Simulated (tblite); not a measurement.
Compound: C₅H₅N₂S (doublet state).
Numbering: `[CH3:1][C:2](=[S:3])[C:4]1=[N:5][CH:6][CH:7]=[N:8]1` (hydrogens: H9, H10, H11 on C1; H12 on C6; H13 on C7)
Bond orders are those of one Lewis drawing.

Computed with GFN2-xTB (tblite), gas phase: L-BFGS steps from a force-field or distance-geometry start until the largest atomic force falls under 0.01 eV/Å.

Step 5: E = -605.6123 eV
```
atom  x, y, z in Å  |  force x, y, z in eV/Å
C1     -2.1045    0.3489   -0.6917   -0.049  -0.047  -0.109
C2     -1.2332    0.3638    0.4939   -0.042   0.055   0.024
S3     -1.7020    0.8581    1.9726    0.095  -0.122   0.123
C4      0.1665   -0.0039    0.3687    0.023   0.024   0.010
N5      1.0628    0.8286   -0.2063    0.108   0.199  -0.171
C6      2.2072    0.1558   -0.1902   -0.151   0.165  -0.040
C7      1.9806   -1.0944    0.4275   -0.038  -0.066   0.131
N8      0.7092   -1.1622    0.8005    0.023  -0.075   0.135
H9     -1.9734   -0.6052   -1.1933   -0.051  -0.144  -0.162
H10    -3.1518    0.5012   -0.4451    0.019   0.047   0.098
H11    -1.7854    1.1200   -1.3915    0.084   0.079  -0.037
H12     3.1243    0.5585   -0.5647    0.023   0.099  -0.088
H13     2.6953   -1.8687    0.6018   -0.043  -0.216   0.087
```

Step 6: E = -605.6214 eV
```
atom  x, y, z in Å  |  force x, y, z in eV/Å
C1     -2.1058    0.3469   -0.6944   -0.008  -0.036  -0.084
C2     -1.2313    0.3548    0.4877   -0.062   0.128   0.046
S3     -1.6917    0.8481    1.9688    0.081  -0.124   0.164
C4      0.1694    0.0001    0.3665    0.017  -0.087   0.092
N5      1.0631    0.8344   -0.2083    0.119   0.132  -0.176
C6      2.2045    0.1590   -0.1914   -0.021   0.206  -0.080
C7      1.9779   -1.0928    0.4321   -0.074  -0.033   0.124
N8      0.7116   -1.1593    0.8117   -0.032   0.057   0.039
H9     -1.9734   -0.6055   -1.1982   -0.097  -0.151  -0.176
H10    -3.1498    0.5055   -0.4377    0.024   0.023   0.050
H11    -1.7803    1.1192   -1.3900    0.058   0.083  -0.049
H12     3.1221    0.5666   -0.5708   -0.068   0.019  -0.032
H13     2.6793   -1.8765    0.6063    0.064  -0.219   0.082
```

Step 7: E = -605.6302 eV
```
atom  x, y, z in Å  |  force x, y, z in eV/Å
C1     -2.1071    0.3438   -0.6992    0.049  -0.015  -0.036
C2     -1.2298    0.3468    0.4811   -0.054   0.152   0.045
S3     -1.6783    0.8343    1.9678    0.065  -0.125   0.166
C4      0.1727    0.0039    0.3656    0.024  -0.076   0.111
N5      1.0647    0.8434   -0.2137    0.080  -0.066  -0.102
C6      2.2021    0.1661   -0.1944   -0.013   0.088  -0.022
C7      1.9741   -1.0915    0.4397   -0.015   0.061   0.061
N8      0.7135   -1.1549    0.8254   -0.074   0.189  -0.057
H9     -1.9756   -0.6084   -1.2071   -0.143  -0.090  -0.145
H10    -3.1471    0.5107   -0.4283    0.041  -0.009  -0.024
H11    -1.7735    1.1196   -1.3890    0.013   0.050  -0.041
H12     3.1181    0.5760   -0.5783   -0.076  -0.033  -0.009
H13     2.6620   -1.8893    0.6128    0.103  -0.127   0.055
```

Step 8: E = -605.6346 eV
```
atom  x, y, z in Å  |  force x, y, z in eV/Å
C1     -2.1070    0.3421   -0.7024    0.062  -0.001  -0.009
C2     -1.2298    0.3460    0.4791   -0.011   0.109   0.032
S3     -1.6715    0.8261    1.9707    0.050  -0.123   0.133
C4      0.1742    0.0055    0.3667   -0.025   0.000   0.074
N5      1.0662    0.8465   -0.2179   -0.022  -0.109  -0.050
C6      2.2001    0.1702   -0.1958    0.081  -0.037   0.008
C7      1.9732   -1.0904    0.4442    0.024   0.073   0.037
N8      0.7131   -1.1508    0.8308   -0.038   0.180  -0.067
H9     -1.9792   -0.6114   -1.2137   -0.145  -0.016  -0.094
H10    -3.1451    0.5129   -0.4246    0.050  -0.020  -0.062
H11    -1.7703    1.1208   -1.3894   -0.012   0.013  -0.028
H12     3.1156    0.5799   -0.5820   -0.073  -0.050  -0.003
H13     2.6560   -1.8968    0.6166    0.059  -0.018   0.030
```

Question: Estimate the geometry and energy of step 9. (The exact step hangs on the optimiser's Hessian estimate; all steps are aligned on step 8, rigid shifts and turns removed.)

Answer: E = -605.6386 eV, largest force 0.145 eV/Å
```
atom  x, y, z in Å  |  force x, y, z in eV/Å
C1     -2.1057    0.3407   -0.7054    0.051   0.019   0.018
C2     -1.2299    0.3484    0.4788    0.014   0.033   0.013
S3     -1.6654    0.8172    1.9766    0.029  -0.117   0.080
C4      0.1743    0.0074    0.3689   -0.033   0.101  -0.010
N5      1.0667    0.8472   -0.2228   -0.050  -0.130  -0.008
C6      2.2001    0.1724   -0.1966    0.041  -0.125   0.044
C7      1.9736   -1.0886    0.4487    0.055   0.060   0.019
N8      0.7120   -1.1450    0.8336    0.018   0.081  -0.017
H9     -1.9852   -0.6143   -1.2209   -0.118   0.065  -0.027
H10    -3.1426    0.5140   -0.4233    0.044  -0.021  -0.083
H11    -1.7681    1.1223   -1.3905   -0.025  -0.025  -0.014
H12     3.1127    0.5817   -0.5850   -0.015  -0.038  -0.023
H13     2.6532   -1.9029    0.6202   -0.012   0.096   0.010
```

The energy changes by -0.0040 eV. The first-order estimate −F·Δx gives -0.0058 eV and the mean of the old and new forces, exact on a quadratic surface, -0.0040 eV. The step makes an angle of 50° with the force vector and moves no atom by more than 0.012 Å.

What follows is the cost of the whole relaxation. Hardware: one thread of an Arm Neoverse V1, shared host. Cost: 0.7 s of wall time.
